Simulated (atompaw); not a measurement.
# What the settings do to the PAW (atompaw) potential of Tl

Base potential:

atompaw 4.2.0.5 input, output lines left out:

```
Tl 81
LDA-PW scalarrelativistic loggrid 2001 logderivrange -8 5 326
6 6 5 4 0 0
6 1 1
0 0 0
c
c
c
c
c
v
c
c
c
v
v
c
c
v
c
2
2.45 1.90 1.75 1.30
y
3.9
n
n
y
2.45
n
custom polynom2 7 10 vanderbiltortho besselshape
3 0 troulliermartins
2.45
2.45
1.65
1.50
2.45
1.30
```

All-electron outer shells of the reference configuration (LDA (PW92), scalar-relativistic, ld1.x):

```
shell  level (eV)  outermost node (bohr)  outermost maximum (bohr)
   5s     -131.30                   0.46                      0.80
   4f     -114.40                      –                      0.36
   5p      -76.26                   0.50                      0.90
   5d      -15.62                   0.53                      1.11
   6s       -9.83                   1.04                      2.08
   6p       -2.58                   1.23                      2.91
```

Cutoffs, loose and tight: the cutoffs (Ry, on a coarse ladder) from which the occupation-weighted sum of valence levels, in a spherical-Bessel basis at the reference potential, stays within 10 and 1 mRy of its value at 400 Ry. They see the waves, projectors and local potential, not the compensation charge or the core. A dash means not determined.

A true bound ghost makes a file unfit for plane-wave use even where its test errors are small: the radial tests pick states by their node count and pass the ghost by.

| change | outcome | cutoff, loose | cutoff, tight | bound ghosts |
| --- | --- | --- | --- | --- |
| base | generated | 40 Ry | 160 Ry | s, d |
| wave 5d channel at 2.45 Ry: rc 1.30 bohr becomes 5d channel at -1.01 Ry: rc 1.30 bohr | failed: atompaw: The overlap operator has at least one negative eigenvalue! | – | – | – |
| wave 5d channel at 2.45 Ry: rc 1.30 bohr becomes 5d channel at -0.92 Ry: rc 1.30 bohr | failed: atompaw: The overlap operator has at least one negative eigenvalue! | – | – | – |
| wave 5d channel at 2.45 Ry: rc 1.30 bohr becomes 5d channel at -0.79 Ry: rc 1.30 bohr | failed: atompaw: The overlap operator has at least one negative eigenvalue! | – | – | – |
| wave 5d channel at 2.45 Ry: rc 1.30 bohr becomes 5d channel at -0.59 Ry: rc 1.30 bohr | failed: atompaw: The overlap operator has at least one negative eigenvalue! | – | – | – |
| wave 5d channel at 2.45 Ry: rc 1.30 bohr becomes 5d channel at -0.22 Ry: rc 1.30 bohr | failed: atompaw: The overlap operator has at least one negative eigenvalue! | – | – | – |
| wave 5d channel at 2.45 Ry: rc 1.30 bohr becomes 5d channel at 0.12 Ry: rc 1.30 bohr | generated | 50 Ry | 160 Ry | s, d |
| wave 5d channel at 2.45 Ry: rc 1.30 bohr becomes 5d channel at 1.08 Ry: rc 1.30 bohr | generated | 50 Ry | 160 Ry | s, d |
| wave 5d channel at 2.45 Ry: rc 1.30 bohr becomes 5d channel at 2.49 Ry: rc 1.30 bohr | generated | 40 Ry | 160 Ry | s, d |
| wave 5d channel at 2.45 Ry: rc 1.30 bohr becomes 5d channel at 4.39 Ry: rc 1.30 bohr | generated | 45 Ry | 160 Ry | s |
| wave 5d channel at 2.45 Ry: rc 1.30 bohr becomes 5d channel at 8.68 Ry: rc 1.30 bohr | generated | 45 Ry | 160 Ry | s |
